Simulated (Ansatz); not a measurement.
C$_{2}$H$_{10}$GaN$_{3}$, SMILES `C[N](C)[Ga]([NH2])[NH2]`. Charge 0, multiplicity 1.

```json
{"atom": "C1", "x (Å)": "-1.1175", "y (Å)": "0.5192", "z (Å)": "1.4880"}
{"atom": "N2", "x (Å)": "0.0273", "y (Å)": "0.1387", "z (Å)": "0.7093"}
{"atom": "C3", "x (Å)": "1.2325", "y (Å)": "0.0437", "z (Å)": "1.4847"}
{"atom": "Ga4", "x (Å)": "-0.0330", "y (Å)": "-0.1686", "z (Å)": "-1.0858"}
{"atom": "N5", "x (Å)": "1.5037", "y (Å)": "-0.6030", "z (Å)": "-1.9715"}
{"atom": "N6", "x (Å)": "-1.5743", "y (Å)": "0.1489", "z (Å)": "-2.0102"}
{"atom": "H7", "x (Å)": "-2.0126", "y (Å)": "0.5880", "z (Å)": "0.8656"}
{"atom": "H8", "x (Å)": "-0.9781", "y (Å)": "1.4998", "z (Å)": "1.9696"}
{"atom": "H9", "x (Å)": "-1.3291", "y (Å)": "-0.2054", "z (Å)": "2.2899"}
{"atom": "H10", "x (Å)": "1.4731", "y (Å)": "0.9960", "z (Å)": "1.9827"}
{"atom": "H11", "x (Å)": "2.0866", "y (Å)": "-0.2148", "z (Å)": "0.8546"}
{"atom": "H12", "x (Å)": "1.1573", "y (Å)": "-0.7213", "z (Å)": "2.2734"}
{"atom": "H13", "x (Å)": "1.4550", "y (Å)": "-0.9564", "z (Å)": "-2.9130"}
{"atom": "H14", "x (Å)": "2.2699", "y (Å)": "-1.0323", "z (Å)": "-1.4799"}
{"atom": "H15", "x (Å)": "-1.7038", "y (Å)": "-0.2481", "z (Å)": "-2.9260"}
{"atom": "H16", "x (Å)": "-2.4568", "y (Å)": "0.2155", "z (Å)": "-1.5314"}
```

(1) List the harmonic frequencies (cm⁻¹, unscaled) at PBE0-D4/def2-TZVP in Ansatz. (Best estimate.)

(2) Is this a minimum?

(3) Give the ideal-gas thermochemistry at 298.15 K and 1 bar (rigid rotor, harmonic oscillator; point group C1, symmetry number 1).

(4) And at 400, 500, 600, 800 and 1000 K?

Answers

(1) Computed: 25, 96, 123, 172, 178, 188, 225, 244, 261, 281, 300, 314, 326, 565, 679, 709, 732, 802, 1025, 1094, 1119, 1162, 1252, 1312, 1442, 1464, 1468, 1470, 1500, 1519, 1564, 1577, 2961, 2968, 2990, 3001, 3105, 3107, 3607, 3610, 3705, 3708.

(2) Yes, all 42 modes are real.

(3) Zero-point energy 346.6 kJ/mol; H(298) − E = 377.5 kJ/mol; entropy 424.9 J/(mol·K), of which translation 171.0, rotation 116.9, vibration 137.0; G(298) − E = 250.9 kJ/mol. Modes under 100 cm⁻¹ are hindered rotations or soft bends, so the harmonic entropy is rough.

(4) 
| T (K) | H − E (kJ/mol) | S (J/mol/K) | G − E (kJ/mol) |
| --- | --- | --- | --- |
| 400 | 395.0 | 475.0 | 205.0 |
| 500 | 414.5 | 518.5 | 155.3 |
| 600 | 436.2 | 557.9 | 101.4 |
| 800 | 484.7 | 627.5 | -17.3 |
| 1000 | 538.7 | 687.6 | -149.0 |
